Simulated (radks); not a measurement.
The numbers below are computed, except where a source is named.
Task: Ionisation of the boron ion B+, [He] 2s2, to [He] 2s1 as the strength of local exchange is varied. Level of theory: scalar-relativistic Kohn-Sham, Slater X-alpha exchange (alpha = 2/3 is LDA exchange), no correlation, spin-polarised, spherical densities, point nucleus (a radial shooting solver on a logarithmic mesh with Libxc functionals).

alpha  E(B+) (hartree)  exchange (hartree)  IE (eV)  -e of the level emptied (eV)  <r> of it (bohr)
0.617        -23.57029            -2.76405   22.385                   17.597 (2s)             1.825
0.82         -24.49045            -3.76012   24.373                   19.928 (2s)             1.751
0.902        -24.86822            -4.17462   25.202                   20.908 (2s)             1.723
0.932        -25.00730            -4.32801   25.509                   21.273 (2s)             1.713
x            -23.79494            -3.00541   22.866                   18.158 (2s)             1.806

Which alpha was used in the last row?

Result: alpha = 0.667. NIST Atomic Spectra Database: 25.155 eV (measured). The Delta-SCF value meets it near alpha = 0.90.
